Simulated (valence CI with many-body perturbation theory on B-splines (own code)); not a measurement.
## Nb34+: calculated level list

Method: valence CI with perturbative core correlation (CI+MBPT): five valence electrons over a frozen Dirac-Fock core [He], a basis of 11 s, 11 p, 10 d, 8 f, 5 g, 2 h functions for each j, with the one-electron correlation potential Σ1, the two-electron term Σ2, the three-electron term Σ3, Breit, model QED; selected CI, second order for the rest, scaled by the run's own slope (own B-spline code, finite nucleus).

No measured spectrum was set against this ion. As an estimate, large intervals hold to a few tenths of a per cent, small ones and those within an open d or f shell to about a per cent. Among the levels kept, up to 10000 cm⁻¹ of a level comes from second order outside the variational space, and about a tenth of that is noise between levels of different J, which matters for small intervals.

Levels 1 to 45 of 204, with energies above the lowest level, (2s^2 2p1/2^2 2p3/2) J=3/2. "Leading %" is the weight of the configuration and term that name the level; weights of strongly mixed levels are sums over their largest components and can fall short. In the jj column 3d3/2^4 stands for four electrons in 3d with j = 3/2.

```
No.  Configuration  Term    J  E (Ry)  Leading %      g                     Leading jj   Second component
  1         2s²2p³   ²P°  3/2    0.00         41  1.453      2s^2 2p1/2^2 2p3/2 (97 %)    37 % 2s²2p³ ⁴S°
  2         2s²2p³   ⁴S°  3/2    6.47         49  1.394      2s^2 2p1/2 2p3/2^2 (97 %)    48 % 2s²2p³ ²D°
  3         2s²2p³   ²D°  5/2    7.60        100  1.190     2s^2 2p1/2 2p3/2^2 (100 %)                   
  4         2s²2p³   ²P°  1/2    9.09         99  0.652      2s^2 2p1/2 2p3/2^2 (99 %)                   
  5         2s²2p³   ²P°  3/2   15.57         56  1.259            2s^2 2p3/2^3 (98 %)    29 % 2s²2p³ ²D°
  6          2s2p⁴    ⁴P  5/2   17.46         83  1.524      2s 2p1/2^2 2p3/2^2 (96 %)      16 % 2s2p⁴ ²D
  7          2s2p⁴    ⁴P  1/2   20.71         52  2.295      2s 2p1/2^2 2p3/2^2 (89 %)      45 % 2s2p⁴ ²S
  8          2s2p⁴    ⁴P  3/2   20.75         45  1.344      2s 2p1/2^2 2p3/2^2 (83 %)      30 % 2s2p⁴ ²D
  9          2s2p⁴    ⁴P  3/2   25.41         54  1.359        2s 2p1/2 2p3/2^3 (88 %)      34 % 2s2p⁴ ²D
 10          2s2p⁴    ²D  5/2   27.01         83  1.256        2s 2p1/2 2p3/2^3 (96 %)      16 % 2s2p⁴ ⁴P
 11          2s2p⁴    ²P  1/2   28.68         52  1.509        2s 2p1/2 2p3/2^3 (83 %)      31 % 2s2p⁴ ⁴P
 12          2s2p⁴    ²P  3/2   29.55         63  1.135        2s 2p1/2 2p3/2^3 (95 %)      36 % 2s2p⁴ ²D
 13          2s2p⁴    ²P  1/2   36.46         45  1.501              2s 2p3/2^4 (90 %)      38 % 2s2p⁴ ²S
 14            2p⁵   ²P°  3/2   41.78         99  1.324         2p1/2^2 2p3/2^3 (99 %)                   
 15            2p⁵   ²P°  1/2   49.25         99  0.652           2p1/2 2p3/2^4 (99 %)                   
 16       2s²2p²3s    ⁴P  1/2  184.90         53  2.064         2s^2 2p1/2^2 3s (98 %)   24 % 2s²2p²3s ²S
 17       2s²2p²3p   ⁴D°  1/2  188.24         43  0.666      2s^2 2p1/2^2 3p1/2 (98 %)  38 % 2s²2p²3p ²P°
 18       2s²2p²3p   ⁴D°  3/2  190.81         27  1.340      2s^2 2p1/2^2 3p3/2 (96 %)  24 % 2s²2p²3p ⁴P°
 19       2s²2p²3s    ⁴P  3/2  191.50         89  1.681     2s^2 2p1/2 2p3/2 3s (99 %)    9 % 2s²2p²3s ²P
 20       2s²2p²3s    ²P  1/2  191.89         69  1.271     2s^2 2p1/2 2p3/2 3s (99 %)   30 % 2s²2p²3s ⁴P
 21       2s²2p²3s    ²D  5/2  192.41         54  1.370     2s^2 2p1/2 2p3/2 3s (97 %)   44 % 2s²2p²3s ⁴P
 22       2s²2p²3s    ²D  3/2  192.70         58  1.017     2s^2 2p1/2 2p3/2 3s (98 %)   40 % 2s²2p²3s ²P
 23       2s²2p²3d    ⁴F  3/2  194.31         39  0.774      2s^2 2p1/2^2 3d3/2 (98 %)   24 % 2s²2p²3d ²D
 24       2s²2p²3p   ⁴P°  1/2  194.82         41  1.669  2s^2 2p1/2 2p3/2 3p1/2 (98 %)  30 % 2s²2p²3p ⁴D°
 25       2s²2p²3p   ⁴D°  3/2  195.16         53  1.152  2s^2 2p1/2 2p3/2 3p1/2 (98 %)  24 % 2s²2p²3p ²D°
 26       2s²2p²3d    ²D  5/2  195.36         26  1.200      2s^2 2p1/2^2 3d5/2 (96 %)   22 % 2s²2p²3d ⁴D
 27       2s²2p²3p   ²F°  5/2  195.82         38  1.126  2s^2 2p1/2 2p3/2 3p1/2 (97 %)  32 % 2s²2p²3p ²D°
 28       2s²2p²3p   ²P°  3/2  196.98         33  1.417  2s^2 2p1/2 2p3/2 3p1/2 (88 %)  32 % 2s²2p²3p ⁴S°
 29       2s²2p²3p   ⁴D°  5/2  197.04         51  1.428  2s^2 2p1/2 2p3/2 3p3/2 (97 %)  34 % 2s²2p²3p ⁴P°
 30       2s²2p²3p   ⁴P°  1/2  197.28         40  1.758  2s^2 2p1/2 2p3/2 3p3/2 (97 %)  29 % 2s²2p²3p ²P°
 31       2s²2p²3p   ²D°  3/2  197.62         47  1.221  2s^2 2p1/2 2p3/2 3p3/2 (92 %)  34 % 2s²2p²3p ⁴P°
 32       2s²2p²3p   ²F°  7/2  197.99         54  1.267  2s^2 2p1/2 2p3/2 3p3/2 (97 %)  45 % 2s²2p²3p ⁴D°
 33       2s²2p²3p   ²P°  3/2  198.35         45  1.348  2s^2 2p1/2 2p3/2 3p3/2 (92 %)  20 % 2s²2p²3p ²D°
 34       2s²2p²3p   ²D°  5/2  198.88         49  1.187  2s^2 2p1/2 2p3/2 3p3/2 (92 %)  25 % 2s²2p²3p ²F°
 35       2s²2p²3p   ²P°  1/2  199.58         82  0.699  2s^2 2p1/2 2p3/2 3p3/2 (95 %)   8 % 2s²2p²3p ⁴D°
 36       2s²2p²3s    ⁴P  5/2  199.73         53  1.411         2s^2 2p3/2^2 3s (95 %)   44 % 2s²2p²3s ²D
 37       2s²2p²3s    ²P  3/2  200.09         49  1.138         2s^2 2p3/2^2 3s (97 %)   40 % 2s²2p²3s ²D
 38        2s2p³3s   ⁶S°  5/2  200.62         57  1.784     2s 2p1/2^2 2p3/2 3s (80 %)   29 % 2s2p³3s ⁴P°
 39       2s²2p²3d    ⁴F  3/2  200.97         42  0.941  2s^2 2p1/2 2p3/2 3d3/2 (96 %)   32 % 2s²2p²3d ²P
 40       2s²2p²3d    ⁴F  5/2  201.09         55  0.985  2s^2 2p1/2 2p3/2 3d3/2 (95 %)   37 % 2s²2p²3d ²F
 41       2s²2p²3d    ⁴D  1/2  201.14         80  0.222  2s^2 2p1/2 2p3/2 3d3/2 (99 %)   14 % 2s²2p²3d ²P
 42       2s²2p²3d    ⁴F  7/2  201.45         60  1.274  2s^2 2p1/2 2p3/2 3d5/2 (91 %)   31 % 2s²2p²3d ⁴D
 43       2s²2p²3d    ²F  7/2  201.81         41  1.130  2s^2 2p1/2 2p3/2 3d3/2 (79 %)   28 % 2s²2p²3d ²G
 44        2s2p³3s   ⁴S°  3/2  201.87         49  1.654     2s 2p1/2^2 2p3/2 3s (84 %)   23 % 2s2p³3s ²P°
 45       2s²2p²3s    ²S  1/2  201.93         71  1.969         2s^2 2p3/2^2 3s (93 %)   15 % 2s²2p²3s ⁴P
```

The ionisation energy to 2s²2p² ³P0 of the next ion comes out as 4542.5 eV (NIST: 4540 ± 30 eV (semi-empirical)). All 204 levels together are meant to be complete up to 227.46 Ry.
